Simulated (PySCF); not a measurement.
CH4N, SMILES [CH2]N, multiplicity 2.

Geometry optimised at PBE0-D3(BJ)/def2-TZVP. The isomer is the one that the SMILES or the coordinates give; other isomers of the formula were not compared.

Computed with r2SCAN/def2-TZVPD (PySCF).

Computed frontier levels, dipole moment and polarisability:
* **α spin, highest occupied and lowest empty level**: -3.43 and 0.52 eV
* **β spin, highest occupied and lowest empty level**: -7.44 and -0.70 eV
* **dipole moment**: 1.14 D
* **quadrupole, principal values (traceless, Buckingham form, about the centre of nuclear charge)**: -5.47, 2.33, 3.13 D·Å
* **mean static polarisability**: 26.7 bohr³ (3.95 Å³)
* **polarisability, principal values**: 23.8, 24.2, 32.1 bohr³
* **⟨S²⟩**: 0.756 (pure state 0.75)
